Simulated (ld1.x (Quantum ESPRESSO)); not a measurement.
# An all-electron radial function and its pseudo partner (palladium (Pd))

Columns: radius, all-electron u(r) and pseudo u(r) of the 5s shell (level -3.30 eV) of palladium in the configuration [Kr] 4d10 5s0; PBEsol, scalar-relativistic, PAW scheme, ld1.x (Quantum ESPRESSO) 7.5.

| r (bohr) | all-electron | pseudo |
| --- | --- | --- |
| 0.145 | -0.0332 | 0.0538 |
| 0.290 | 0.1581 | 0.1071 |
| 0.435 | 0.0058 | 0.1594 |
| 0.580 | -0.1789 | 0.2101 |
| 0.725 | -0.2505 | 0.2590 |
| 0.870 | -0.2151 | 0.3055 |
| 1.015 | -0.1171 | 0.3492 |
| 1.160 | 0.0050 | 0.3899 |
| 1.305 | 0.1274 | 0.4273 |
| 1.450 | 0.2381 | 0.4611 |
| 1.595 | 0.3323 | 0.4911 |
| 1.740 | 0.4090 | 0.5172 |
| 1.885 | 0.4693 | 0.5394 |
| 2.030 | 0.5148 | 0.5575 |
| 2.175 | 0.5475 | 0.5715 |
| 2.320 | 0.5695 | 0.5815 |
| 2.465 | 0.5824 | 0.5874 |
| 2.610 | 0.5878 | 0.5893 |
| 2.755 | 0.5870 | 0.5873 |
| 2.900 | 0.5813 | 0.5813 |
| 3.045 | 0.5716 | 0.5716 |
| 3.190 | 0.5587 | 0.5587 |
| 3.335 | 0.5434 | 0.5434 |
| 3.480 | 0.5264 | 0.5264 |
| 3.625 | 0.5080 | 0.5080 |
| 3.770 | 0.4887 | 0.4887 |

How many radial nodes do the two functions have?

The all-electron 5s function has n − l − 1 = 4 (the table is too coarse to show those close to the nucleus); the pseudo-wave has 0, since the states of the same l below it are removed with the core.

At about which radius was the pseudo-wave matched?

2.90 bohr, where the columns begin to agree (steps of 0.14 bohr).

Is the pseudo-wave norm-conserving?

No, it belongs to a PAW set: the norm inside the radius is not constrained, and the difference is carried by the augmentation charge.
